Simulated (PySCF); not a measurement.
Compound: BGeH6OP.
Numbering: `[PH2:1][BH:2][O:3][GeH3:4]` (hydrogens: H5, H6 on P1; H7 on B2; H8, H9, H10 on Ge4)

Computed by this run: PBE0-D3(BJ)/def2-SVP geometry optimisation, gas phase (PySCF); density fitting, grid level 1; the optimiser is geomeTRIC in internal coordinates, started from a GFN2-xTB structure with every atom displaced at random (about 0.01 Å).

At the end of the run (lengths in Å): O3–Ge4 1.805, P1–H6 1.428, P1–H5 1.423, Ge4–H8 1.535, B2–H7 1.215, Ge4–H9 1.537, Ge4–H10 1.531, B2–O3–Ge4 129.5°, B2–P1–H6 99.3°, O3–Ge4–H10 104.5°, P1–B2–O3 124.7°, P1–B2–O3–Ge4 -3°.

Task: These geometries were met on the way; a selection of coordinates is given. Order them by energy above the end point, lowest first.
A. O3–Ge4 1.717, P1–H6 1.374, P1–H5 1.370, Ge4–H8 1.500, B2–H7 1.185, Ge4–H9 1.511, Ge4–H10 1.519, B2–O3–Ge4 136.9°, B2–P1–H6 94.3°, O3–Ge4–H10 101.4°, P1–B2–O3 122.4°, P1–B2–O3–Ge4 0°
B. O3–Ge4 1.870, P1–H6 1.441, P1–H5 1.432, Ge4–H8 1.543, B2–H7 1.217, Ge4–H9 1.539, Ge4–H10 1.537, B2–O3–Ge4 130.8°, B2–P1–H6 96.6°, O3–Ge4–H10 103.7°, P1–B2–O3 124.1°, P1–B2–O3–Ge4 0°
C. O3–Ge4 1.831, P1–H6 1.431, P1–H5 1.425, Ge4–H8 1.533, B2–H7 1.216, Ge4–H9 1.535, Ge4–H10 1.529, B2–O3–Ge4 129.7°, B2–P1–H6 97.5°, O3–Ge4–H10 103.5°, P1–B2–O3 124.0°, P1–B2–O3–Ge4 -1°

Result: C (0.010 eV), B (0.053 eV), A (0.236 eV).

```csv
step,E above end (eV),"rms distance from the end, all atoms (Å)",largest force (eV/Å),rms shift of all bonds from the end (Å)
2,0.010,0.027,0.588,0.009
1,0.053,0.056,1.279,0.023
0,0.236,0.110,2.224,0.043
```

Rows stand in the order of the answer.
